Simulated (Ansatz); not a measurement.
`O[CH](O)[GaH2]`, relaxed with RKS PBE0-D4/def2-TZVP in Ansatz 0.2.0 from a GFN2-xTB geometry. The force threshold is 0.005 eV/Å; the program also tests the step.

The species carries charge 0 and has multiplicity 1.

Start:

```xyz
9

O    -0.876    1.073    1.029
C    -0.663    0.472   -0.205
O    -0.531   -1.009   -0.002
Ga    1.212   -0.096   -0.661
H    -0.035    1.101    1.514
H    -1.563    0.649   -0.799
H    -1.305   -1.364    0.460
H     1.587   -0.937   -1.908
H     2.173    0.112    0.570
```

Task: How much energy does the relaxation release, and in how many steps? (Best estimate.)

Result: Computed: 0.27 eV, in 14 steps, 1 of them rejected.

Task: Which bonds change most? (An estimate is asked.)

Result: Computed: C2–O3 from 1.500 to 1.412 Å; O1–C2 from 1.389 to 1.406 Å; Ga4–H8 from 1.551 to 1.568 Å; O1–H5 from 0.971 to 0.963 Å.

Task: Give the relaxed structure. (Estimate.)

Result: Computed: 
```xyz
9

O    -0.778    1.148    0.848
C    -0.577    0.133   -0.104
O    -0.896   -1.143    0.408
Ga    1.331   -0.085   -0.694
H    -0.148    1.019    1.565
H    -1.253    0.399   -0.924
H    -1.832   -1.159    0.641
H     1.738   -0.415   -2.173
H     2.416    0.102    0.433
```
